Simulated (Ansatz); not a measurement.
Geometry optimisation, RKS PBE-D4/6-31G* in Ansatz 0.2.0.

Input:

```yaml
crystal:
  periodic: [false, false, false]
  atoms:
    - { symbol: Al, position_ang: [0.0, 0.0, 0.0] }
    - { symbol: F, position_ang: [0.0, 0.0, 2.04] }
    - { symbol: C, position_ang: [1.706, 0.0, -0.985] }
    - { symbol: H, position_ang: [2.0356, -1.0462, -1.1552] }
    - { symbol: H, position_ang: [1.5695, 0.508, -1.9624] }
    - { symbol: C, position_ang: [2.7598, 0.7369, -0.1745] }
    - { symbol: H, position_ang: [3.6837, 0.1238, -0.1234] }
    - { symbol: H, position_ang: [2.9879, 1.7088, -0.6598] }
    - { symbol: H, position_ang: [2.3786, 0.9171, 0.8522] }
    - { symbol: C, position_ang: [-1.706, 0.0, -0.985] }
    - { symbol: H, position_ang: [-2.2662, -0.9305, -0.7558] }
    - { symbol: H, position_ang: [-2.3102, 0.8797, -0.6796] }
    - { symbol: C, position_ang: [-1.4298, 0.0696, -2.4781] }
    - { symbol: H, position_ang: [-2.3466, -0.2101, -3.0379] }
    - { symbol: H, position_ang: [-1.1306, 1.1028, -2.7518] }
    - { symbol: H, position_ang: [-0.6104, -0.6331, -2.7365] }
    - { symbol: Cl, position_ang: [0.1058, -2.3986, 0.7978] }
    - { symbol: H, position_ang: [0.053, -1.2022, 1.9224] }
basis:
  gaussian: { orbitals: "6-31G*" }
hamiltonian:
  xc: pbe
  dispersion: d4
relax:
  f_tol: 0.15
  max_steps: 25
  restrain:
    - { distance: [0, 16], at: 2.23, k: 30.0 }
    - { distance: [17, 1], at: 0.92, k: 30.0 }
    - { distance: [0, 1], at: 2.89, k: 30.0 }
    - { distance: [17, 16], at: 2.57, k: 30.0 }
```

Launched with:

```bash
$ ansatz run input.yaml --threads 4 --pin off --max-ram 5120MiB --backend cpu --events-out ev --progress --plain --runs-dir out
```

**Question.** Where does it end, and by what steps?

**Answer.** It converged. The restraints hold the end off the free minimum. After 14 steps the energy has fallen by 0.450 eV (the restraints' own energy left out); H8 moved furthest, 1.10 Å. Parted: Al1–F2 (2.04 → 2.88 Å). Joined: F2–H18 (1.21 → 0.94 Å).

| step | energy less start (eV) | largest force component (eV/Å) | accepted |
| --- | --- | --- | --- |
| 0 | 0.0000 | 1.874 | yes |
| 1 | 0.0499 | 2.051 | yes |
| 2 | 0.1008 | 2.151 | yes |
| 3 | 0.0099 | 1.717 | yes |
| 4 | -0.1406 | 1.022 | yes |
| 5 | -0.2408 | 0.790 | yes |
| 6 | -0.3103 | 0.579 | yes |
| 7 | -0.3369 | 0.483 | yes |
| 8 | -0.3506 | 1.104 | no |
| 9 | -0.3829 | 0.544 | yes |
| 10 | -0.4004 | 0.558 | yes |
| 11 | -0.4170 | 0.586 | yes |
| 12 | -0.4445 | 0.654 | yes |
| 13 | -0.4404 | 0.836 | no |
| 14 | -0.4499 | 0.700 | yes |

```xyz
18
Properties=species:S:1:pos:R:3
Al 0.138 -0.691 -0.522
F 0.214 0.281 2.184
C 1.967 -0.138 -1.015
H 2.540 -1.071 -1.182
H 1.951 0.388 -1.989
C 2.684 0.734 0.040
H 3.751 0.886 -0.214
H 2.220 1.735 0.121
H 2.646 0.284 1.049
C -1.629 -0.065 -1.131
H -2.391 -0.764 -0.741
H -1.848 0.914 -0.663
C -1.739 0.055 -2.667
H -2.745 0.390 -2.981
H -1.012 0.780 -3.075
H -1.553 -0.912 -3.172
Cl 0.090 -2.548 0.690
H 0.197 -0.634 2.397
```

Time of the run: 37 s on 4 threads of Arm Neoverse V1, on a shared host, peak memory 0.21 GiB.
